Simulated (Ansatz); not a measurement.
Relaxation of MnBr₂ with UKS r2SCAN-D4/def2-TZVP.

```sh
$ ansatz run in.yaml --threads 4 --pin off --events-out ev --progress --plain --max-ram 3916MiB
```

```yaml
crystal:
  periodic: [false, false, false]
  atoms:
    - {symbol: Mn, position_ang: [-0.003410, -0.000330, 0.000490]}
    - {symbol: Br, position_ang: [0.022440, -1.666250, -1.478020]}
    - {symbol: Br, position_ang: [-0.019030, 1.666580, 1.477530]}
basis:
  gaussian: {orbitals: def2-TZVP}
magnetization: {spin_polarized: true, initial_magnetization: 1}
hamiltonian: {xc: r2scan, dispersion: d4}
scf: {lower_state_search: "off"}
output: {orbitals: {seedname: orbitals}}
relax: {f_tol: 0.02, max_steps: 100}
```

It took 57 s on 4 threads of Arm Neoverse V2 on a shared host.

Positions (Å) and forces (eV/Å) at steps 1, 2, 3 of 3:

```xyz
3
step=1 energy=-171413.4672 eV
Mn   -0.003    0.000    0.000   -0.002   -0.004   -0.003
Br    0.022   -1.666   -1.478    0.010   -0.688   -0.611
Br   -0.019    1.667    1.478   -0.008    0.692    0.614
3
step=2 energy=-171413.5215 eV
Mn   -0.003    0.000    0.000    0.002    0.000   -0.001
Br    0.023   -1.708   -1.515    0.000   -0.061   -0.054
Br   -0.020    1.708    1.515   -0.002    0.062    0.055
3
step=3 energy=-171413.5220 eV
Mn   -0.002    0.000    0.000    0.002    0.000    0.000
Br    0.023   -1.712   -1.519   -0.001   -0.003   -0.002
Br   -0.020    1.713    1.519   -0.001    0.002    0.002
```

The charge 0 doublet is spin-contaminated (final ⟨S²⟩ up to 2.70, 0.75 for a pure state). At r2SCAN-D4/def2-TZVP a sextet of charge 0 lies 2.48 eV below the doublet, each at its own geometry. The structure comes from a short search, and lower isomers may exist.
